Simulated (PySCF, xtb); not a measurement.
GeHO, SMILES [Ge]=[OH+] (connectivity only; charge and spin as stated), charge +1, multiplicity 1.

Harmonic wavenumbers (cm⁻¹) from GFN2-xTB in xtb at its own minimum, in rising order: 552, 552, 777, 3290.

Problem. What does ωB97X-D3(BJ)/def2-TZVP (PySCF) give at its own minimum? (An estimate is asked for; the answer gives what the named calculation found.)

Solution. 180, 180, 912, 3855. Paired by order, the mean absolute difference is 361 cm⁻¹ and the zero-point energies are 7.4 and 7.3 kcal/mol.
